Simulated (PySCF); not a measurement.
PySCF input for CdClHSe, SMILES [Cl][Cd][SeH], C-PCM-ωB97X/def2-SVP. Coordinates come from a B3LYP-D3(BJ)/def2-TZVP optimisation. The def2 effective core potentials stand for the cores of Cd; spin–orbit coupling is left out. Other conformers were not sampled.

```python
import numpy as np
from pyscf import gto, scf, dft
from pyscf.solvent import pcm

mol = gto.M(
    atom='''
    Cd    0.00229245   -0.47148664    0.00000000
    Cl   -0.00424243   -2.77738844   -0.00000000
    Se    0.04098965    1.99417421   -0.00000000
    H    -1.43156431    2.04503881   -0.00000000
    ''',
    basis='def2-SVP',
    ecp={'Cd': 'def2-svp'},
    charge=0,
    spin=0,
    max_memory=1600,
    verbose=3,
)
mf = dft.RKS(mol, xc='wb97x').density_fit(auxbasis='def2-universal-jkfit')
mf.grids.level = 3
mf.conv_tol = 1e-9
mf.max_cycle = 100
mf.kernel()
res = {}
for name, eps in {'water': 78.355, 'n-hexane': 1.8819, '1-octanol': 9.8629}.items():
    s = mf.PCM()
    s.with_solvent.method, s.with_solvent.eps, s.with_solvent.lebedev_order = 'C-PCM', eps, 29
    s.kernel(mf.make_rdm1())
    res[name] = (s.e_tot, eps, s.dip_moment(), s.mo_energy, s.converged)
    print(f'{name}: electrostatic solvation free energy {(s.e_tot - mf.e_tot) * 627.509474:.3f} kcal/mol')
```

Output:

```
converged SCF energy = -3029.78474888589

WARN: PCM is an experimental feature. It is still in testing.
Features and APIs may be changed in the future.

converged SCF energy = -3029.81054052923
Dipole moment(X, Y, Z, Debye): -0.87811,  1.11741,  0.00000
water: electrostatic solvation free energy -16.185 kcal/mol

WARN: PCM is an experimental feature. It is still in testing.
Features and APIs may be changed in the future.

converged SCF energy = -3029.79554326772
Dipole moment(X, Y, Z, Debye): -0.71494,  1.29107,  0.00000
n-hexane: electrostatic solvation free energy -6.774 kcal/mol

WARN: PCM is an experimental feature. It is still in testing.
Features and APIs may be changed in the future.

converged SCF energy = -3029.80768753753
Dipole moment(X, Y, Z, Debye): -0.84582,  1.16154,  0.00000
1-octanol: electrostatic solvation free energy -14.394 kcal/mol
```

The run converged.
